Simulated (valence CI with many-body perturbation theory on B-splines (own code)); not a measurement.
E1 line list for Tc¹⁰⁺

Computed by relativistic CI+MBPT: five valence electrons over a frozen Dirac-Fock core [Ar] 3d10, a basis of 9 s, 9 p, 8 d, 6 f, 3 g, 1 h functions for each j, with the one-electron correlation potential Σ1 (screened to all orders), the two-electron term Σ2, the three-electron term Σ3, Breit, model QED; selected single and double excitations, second order for the rest, scaled by the run's own slope (own B-spline code, finite nucleus).

No measured spectrum was set against this ion. As an estimate, levels hold to about 250 cm⁻¹ or 0.2 % of their energy and the worst to 1 %, as in measured heavy ions of charge 2 to 7; those with d or f electrons hold less well. Among the levels kept, up to 650 cm⁻¹ of a level comes from second order outside the variational space, and about a tenth of that is noise between levels of different J, which matters for small intervals.

Lines 51 to 100 of 177 in falling wavelength, among levels below 75.523 eV, chosen from the strongest by gf and those to the six lowest levels. Wavelengths and rates use the calculated energies, so an error of 700 cm⁻¹ moves a line at 383.1 Å by 0.27 % and its rate by three times that or more. Electric multipoles are in the length gauge, E1 and E2 with the static RPA response of the core. Weak lines are less certain than strong ones. Lines between different terms over intervals too small for the method are left out, as are lines whose strength nearly cancels. The highest levels of a list are the least certain.

Names give the largest LS component (configuration and term), which can be under half, so a name can repeat, a term be missing and a line seem to break the LS rules; names also repeat where a configuration has a term twice. Letters in brackets count levels of one name in rising energy.

| λ vac (Å) | Upper | Lower | A (s⁻¹) | S (a.u.) with core polarisation | S without |
| --- | --- | --- | --- | --- | --- |
| 383.1 | 4s4p⁴ ²S_1/2 | 4s²4p³ ²P°_3/2 | 1.15e+07 | 6.38e-04 | 6.96e-04 |
| 382.2 | 4s4p⁴ ⁴P_3/2 | 4s²4p³ ⁴S°_3/2 | 3.09e+09 | 3.41e-01 | 3.77e-01 |
| 376.1 | 4s4p⁴ ²P_3/2 | 4s²4p³ ²P°_3/2 | 1.27e+09 | 1.33e-01 | 1.48e-01 |
| 375.1 | 4s4p⁴ ⁴P_1/2 | 4s²4p³ ⁴S°_3/2 | 3.32e+09 | 1.73e-01 | 1.91e-01 |
| 374.8 | 4s4p⁴ ²D_5/2 | 4s²4p³ ²D°_5/2 | 4.40e+09 | 6.86e-01 | 7.59e-01 |
| 369.4 | 4s4p⁴ ²D_3/2 | 4s²4p³ ²D°_3/2 | 6.27e+09 | 6.24e-01 | 6.90e-01 |
| 361.0 | 4s4p⁴ ²D_5/2 | 4s²4p³ ²D°_3/2 | 2.05e+06 | 2.86e-04 | 3.20e-04 |
| 357.1 | 4s4p⁴ ²S_1/2 | 4s²4p³ ²P°_1/2 | 6.41e+09 | 2.88e-01 | 3.19e-01 |
| 351.0 | 4s4p⁴ ²P_3/2 | 4s²4p³ ²P°_1/2 | 1.18e+09 | 1.01e-01 | 1.12e-01 |
| 347.0 | 4p⁵ ²P°_1/2 | 4s4p⁴ ²D_3/2 | 4.65e+09 | 1.92e-01 | 2.12e-01 |
| 341.0 | 4s4p⁴ ²P_1/2 | 4s²4p³ ²P°_3/2 | 1.29e+10 | 5.03e-01 | 5.57e-01 |
| 340.1 | 4p⁵ ²P°_3/2 | 4s4p⁴ ⁴P_1/2 | 3.04e+07 | 2.36e-03 | 2.63e-03 |
| 334.4 | 4p⁵ ²P°_3/2 | 4s4p⁴ ⁴P_3/2 | 2.37e+08 | 1.75e-02 | 1.93e-02 |
| 333.2 | 4s4p⁴ ²D_3/2 | 4s²4p³ ⁴S°_3/2 | 4.17e+08 | 3.05e-02 | 3.36e-02 |
| 331.1 | 4s²4p²4d ⁴F_3/2 | 4s²4p³ ²P°_3/2 | 9.01e+06 | 6.46e-04 | 7.13e-04 |
| 326.9 | 4s4p⁴ ²P_3/2 | 4s²4p³ ²D°_5/2 | 1.58e+10 | 1.09e+00 | 1.20e+00 |
| 326.4 | 4s4p⁴ ²D_5/2 | 4s²4p³ ⁴S°_3/2 | 2.69e+07 | 2.77e-03 | 3.04e-03 |
| 323.0 | 4s²4p²4d ⁴F_5/2 | 4s²4p³ ²P°_3/2 | 2.84e+07 | 2.83e-03 | 3.08e-03 |
| 321.3 | 4s4p⁴ ²S_1/2 | 4s²4p³ ²D°_3/2 | 9.92e+09 | 3.25e-01 | 3.58e-01 |
| 316.4 | 4s4p⁴ ²P_3/2 | 4s²4p³ ²D°_3/2 | 1.34e+09 | 8.36e-02 | 9.26e-02 |
| 315.7 | 4p⁵ ²P°_3/2 | 4s4p⁴ ⁴P_5/2 | 5.76e+08 | 3.58e-02 | 3.94e-02 |
| 315.1 | 4s4p³4d ⁶D°_3/2 | 4s4p⁴ ⁴P_1/2 | 4.70e+07 | 2.90e-03 | 3.18e-03 |
| 311.5 | 4s²4p²4d ⁴F_3/2 | 4s²4p³ ²P°_1/2 | 3.50e+07 | 2.09e-03 | 2.22e-03 |
| 311.3 | 4s²4p²4d ²F_5/2 [a] | 4s²4p³ ²P°_3/2 | 2.98e+05 | 2.67e-05 | 2.86e-05 |
| 310.8 | 4s4p³4d ⁶D°_1/2 | 4s4p⁴ ⁴P_3/2 | 2.55e+08 | 7.56e-03 | 8.14e-03 |
| 310.3 | 4s4p³4d ⁶D°_3/2 | 4s4p⁴ ⁴P_3/2 | 6.74e+07 | 3.97e-03 | 4.24e-03 |
| 306.3 | 4s²4p²4d ⁴D_1/2 | 4s²4p³ ²P°_3/2 | 1.34e+09 | 3.79e-02 | 4.18e-02 |
| 306.1 | 4p⁵ ²P°_1/2 | 4s4p⁴ ⁴P_3/2 | 1.64e+08 | 4.65e-03 | 5.12e-03 |
| 304.8 | 4s²4p²4d ⁴D_3/2 | 4s²4p³ ²P°_3/2 | 2.07e+08 | 1.16e-02 | 1.27e-02 |
| 296.2 | 4s²4p²4d ⁴D_5/2 | 4s²4p³ ²P°_3/2 | 4.52e+07 | 3.47e-03 | 3.86e-03 |
| 294.0 | 4s4p³4d ⁶D°_3/2 | 4s4p⁴ ⁴P_5/2 | 2.76e+08 | 1.38e-02 | 1.49e-02 |
| 293.6 | 4s4p⁴ ²S_1/2 | 4s²4p³ ⁴S°_3/2 | 1.04e+09 | 2.60e-02 | 2.85e-02 |
| 293.5 | 4s4p³4d ⁶D°_5/2 | 4s4p⁴ ⁴P_5/2 | 2.94e+08 | 2.20e-02 | 2.36e-02 |
| 292.6 | 4s4p³4d ⁶D°_7/2 | 4s4p⁴ ⁴P_5/2 | 1.03e+08 | 1.01e-02 | 1.07e-02 |
| 292.4 | 4s²4p²4d ⁴F_3/2 | 4s²4p³ ²D°_5/2 | 2.94e+08 | 1.45e-02 | 1.59e-02 |
| 291.2 | 4s4p⁴ ²P_1/2 | 4s²4p³ ²D°_3/2 | 3.27e+09 | 7.96e-02 | 8.76e-02 |
| 289.5 | 4s²4p²4d ⁴D_1/2 | 4s²4p³ ²P°_1/2 | 3.20e+08 | 7.66e-03 | 8.44e-03 |
| 289.4 | 4s4p⁴ ²P_3/2 | 4s²4p³ ⁴S°_3/2 | 7.13e+08 | 3.41e-02 | 3.76e-02 |
| 288.1 | 4s²4p²4d ⁴D_3/2 | 4s²4p³ ²P°_1/2 | 1.81e+08 | 8.57e-03 | 9.44e-03 |
| 286.0 | 4s²4p²4d ⁴F_5/2 | 4s²4p³ ²D°_5/2 | 1.87e+08 | 1.30e-02 | 1.41e-02 |
| 283.9 | 4s²4p²4d ⁴F_3/2 | 4s²4p³ ²D°_3/2 | 1.17e+09 | 5.28e-02 | 5.76e-02 |
| 281.8 | 4s²4p²4d ²P_3/2 [a] | 4s²4p³ ²P°_3/2 | 1.64e+09 | 7.23e-02 | 7.96e-02 |
| 277.9 | 4s²4p²4d ⁴F_5/2 | 4s²4p³ ²D°_3/2 | 1.45e+08 | 9.23e-03 | 9.78e-03 |
| 276.9 | 4s²4p²4d ²F_5/2 [a] | 4s²4p³ ²D°_5/2 | 4.02e+07 | 2.53e-03 | 2.73e-03 |
| 276.3 | 4s²4p²4d ⁴F_7/2 | 4s²4p³ ²D°_5/2 | 1.68e+08 | 1.39e-02 | 1.49e-02 |
| 271.7 | 4s²4p²4d ⁴D_3/2 | 4s²4p³ ²D°_5/2 | 3.86e+09 | 1.53e-01 | 1.67e-01 |
| 271.4 | 4s²4p²4d ²F_7/2 [a] | 4s²4p³ ²D°_5/2 | 1.72e+08 | 1.36e-02 | 1.46e-02 |
| 269.3 | 4s²4p²4d ²F_5/2 [a] | 4s²4p³ ²D°_3/2 | 3.69e+04 | 2.13e-06 | 8.66e-07 |
| 268.2 | 4s4p⁴ ²P_1/2 | 4s²4p³ ⁴S°_3/2 | 7.13e+06 | 1.36e-04 | 1.49e-04 |
| 268.1 | 4s²4p²4d ⁴P_5/2 | 4s²4p³ ²P°_3/2 | 9.54e+05 | 5.44e-05 | 5.13e-05 |
